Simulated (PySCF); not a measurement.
# Hartree-Fock beside MP2: AlB2ClH3 cation

All numbers below are calculated, not measured. They come from PySCF 2.14.0, an open-source quantum chemistry program, on an isolated molecule that a program drew, which may never have been made. The molecule is AlB2ClH3 cation (charge +1, singlet), drawn as the SMILES string `[AlH2][BH][B+]Cl`.

The geometry was optimised and harmonic frequencies were computed with HF and MP2, all in the cc-pV(D+d)Z basis, for the commonest isotopes, with a restricted reference for singlets and an unrestricted one otherwise, and a frozen core in MP2. Each result is a local minimum of its method.

Geometry at the HF minimum:
```xyz
7
AlB2ClH3 cation, angstrom
Al    0.8656   -0.2691    0.6966
B    -0.2214   -0.2467   -1.2153
B    -1.8061   -0.7562   -1.4883
Cl   -3.3387   -1.2706   -1.6496
H     0.7234    1.0381    1.5447
H     1.6633   -1.5850    0.9796
H     0.3302    0.1624   -2.1956
```

Lengths of the bonds as drawn, in Å (atoms numbered as above):
| bond | HF | MP2 |
|---|---|---|
| Al1-B2 | 2.199 | 2.193 |
| B2-B3 | 1.687 | 1.671 |
| B3-Cl4 | 1.625 | 1.629 |
| Al1-H5 | 1.565 | 1.566 |
| Al1-H6 | 1.565 | 1.566 |
| B2-H7 | 1.197 | 1.205 |

Rotational constants, in GHz:
| constant | HF | MP2 |
|---|---|---|
| A | 20.12 | 18.68 |
| B | 1.236 | 1.276 |
| C | 1.187 | 1.218 |

Harmonic frequencies in cm^-1, each column in rising order, so a row needn't be the same motion in every method:
| rank | HF | MP2 |
|---|---|---|
| 1 | 83 | 74 |
| 2 | 116 | 123 |
| 3 | 289 | 278 |
| 4 | 332 | 305 |
| 5 | 337 | 331 |
| 6 | 433 | 423 |
| 7 | 618 | ? |
| 8 | 667 | 666 |
| 9 | 702 | 671 |
| 10 | 780 | 734 |
| 11 | 866 | 782 |
| 12 | 1316 | 1329 |
| 13 | 2048 | 2015 |
| 14 | 2072 | 2049 |
| 15 | 2744 | 2690 |

**Estimate the missing MP2 frequency from the HF column.**

A single factor s that minimises the squared misfit of MP2 against s times HF over the other rows is sum(HF x MP2) / sum(HF^2) = 0.9807, with an rms misfit of 24 cm^-1. For rank 7 it gives 0.9807 x 618 = 606 cm^-1. The calculation gives 590 cm^-1, 16 cm^-1 below the estimate. The drawn bonds are on average as long in MP2 as in HF.
